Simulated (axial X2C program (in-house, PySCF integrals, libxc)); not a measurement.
# Levels of RbB⁺ by electron attachment to RbB²⁺ (EOM-EA-CCSD)

Calculated with an in-house all-electron X2C program for linear molecules (integrals from PySCF): two-component X2C with atomic mean-field Coulomb and Gaunt terms, Gaussian nuclei, basis Rb dyall-acv3z, B dyall-av3z with contracted cores.

R = 3.847 Å (1.090 times 3.529 Å, the PBE0 minimum at charge 1 for the lowest determinant).

Levels of RbB⁺ obtained by attaching an electron to RbB²⁺:

```json
{"Ω": "1/2", "binding energy (eV)": "12.043", "above lowest (cm⁻¹)": "0", "attached spinor": "94% B pσ", "one-particle weight": "0.95"}
{"Ω": "3/2", "binding energy (eV)": "11.780", "above lowest (cm⁻¹)": "2125", "attached spinor": "98% B pπ", "one-particle weight": "0.95"}
{"Ω": "1/2", "binding energy (eV)": "11.779", "above lowest (cm⁻¹)": "2128", "attached spinor": "98% B pπ", "one-particle weight": "0.95"}
```

This point took 25 s on 1 thread of Intel(R) Xeon(R) Platinum 8488C (Sapphire Rapids), on a shared host.

Reference electrons by ω block (each with its −ω partner): 1/2: 14, 3/2: 5, 5/2: 1. 10 electrons of RbB²⁺ correlated (inner shells frozen), 92 natural virtual spinors (a truncated set); levels can be off by some tenths of an eV. Roots sought by Ω: (1/2: 5, 3/2: 4, 5/2: 2, 7/2: 1); rows need 60 % one-particle weight and stop where some Ω has no more roots. Missing are any skipped roots, higher Ω and states of a further excitation; these come out far too high here and may in truth be low or lowest. T1 of the reference 0.006 (Lee–Taylor). The reference was not checked to be the lowest state of its species. Number of frozen shells: Rb 3 s, 2 p, 1 d; B 1 s.
